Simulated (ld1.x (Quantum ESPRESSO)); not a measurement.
## Reading a pseudo-wave (gold (Au))

Columns: radius, all-electron u(r) and pseudo u(r) of the 6p shell (level -1.32 eV) of gold in the configuration [Xe] 4f14 5d10 6s0.5 6p0.5; PBEsol, scalar-relativistic, TM semilocal scheme, ld1.x (Quantum ESPRESSO) 7.5.

| r (bohr) | all-electron | pseudo |
| --- | --- | --- |
| 0.170 | -0.0528 | 0.0023 |
| 0.340 | 0.1093 | 0.0092 |
| 0.510 | -0.0059 | 0.0208 |
| 0.680 | -0.1393 | 0.0371 |
| 0.850 | -0.1794 | 0.0581 |
| 1.020 | -0.1432 | 0.0838 |
| 1.190 | -0.0675 | 0.1142 |
| 1.360 | 0.0210 | 0.1489 |
| 1.530 | 0.1077 | 0.1873 |
| 1.700 | 0.1858 | 0.2285 |
| 1.870 | 0.2531 | 0.2710 |
| 2.040 | 0.3092 | 0.3129 |
| 2.210 | 0.3549 | 0.3523 |
| 2.380 | 0.3913 | 0.3872 |
| 2.550 | 0.4196 | 0.4164 |
| 2.720 | 0.4409 | 0.4392 |
| 2.890 | 0.4562 | 0.4556 |
| 3.060 | 0.4664 | 0.4663 |
| 3.230 | 0.4724 | 0.4724 |
| 3.400 | 0.4749 | 0.4749 |
| 3.570 | 0.4745 | 0.4745 |
| 3.740 | 0.4716 | 0.4716 |
| 3.910 | 0.4668 | 0.4668 |
| 4.080 | 0.4603 | 0.4603 |
| 4.250 | 0.4525 | 0.4525 |
| 4.420 | 0.4437 | 0.4437 |

(1) How many radial nodes do the two functions have?

(2) At about which radius was the pseudo-wave matched?

(3) Is the pseudo-wave norm-conserving?

## Answers

(1) The all-electron 6p function has n − l − 1 = 4 (the table is too coarse to show those close to the nucleus); the pseudo-wave has 0, since the states of the same l below it are removed with the core.

(2) 3.40 bohr. The columns agree to 0.0005 from 3.06 bohr on; several derivatives are matched, so the curves merge somewhat inside the radius.

(3) Yes: the TM semilocal scheme keeps the norm inside the radius equal to the all-electron one, which fixes the energy derivative of the logarithmic derivative at the level.
